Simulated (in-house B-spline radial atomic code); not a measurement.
## Binding energies in Os⁺

NIST's tabulated ground configuration is [Xe] 4f14 5d6 6s1; each binding energy is the energy of the ion with one electron taken from that subshell, relaxed, less that of the parent. Level of theory: Dirac-Hartree-Fock, average of configuration, Fermi nucleus of rms radius 5.4126 fm; calculated with an all-electron radial atomic-structure program (B-spline basis). Energies include first-order Breit, QED and recoil terms.

| subshell | X-ray name | binding energy (eV) | -ε (eV) | relaxation (eV) |
| --- | --- | --- | --- | --- |
| 2p3/2 | L3 | 10891.8 | 10978.1 | 56.3 |
| 3p3/2 | M3 | 2482.4 | 2518.5 | 30.8 |
| 4p1/2 | N2 | 573.1 | 588.4 | 13.5 |
| 4p3/2 | N3 | 494.5 | 507.8 | 12.3 |
| 5p1/2 | O2 | 76.15 | 79.62 | 3.25 |
| 4f5/2 | N6 | 70.28 | 80.86 | 10.76 |
| 4f7/2 | N7 | 67.6 | 77.87 | 10.56 |
| 5p3/2 | O3 | 63.98 | 66.82 | 2.76 |
| 5d | O4,5 | 17.99 | 19.38 | 1.41 |
| 6s | P1 | 15.16 | 15.42 | 0.22 |

Relaxation = -ε minus the binding energy without Breit, QED and recoil terms.
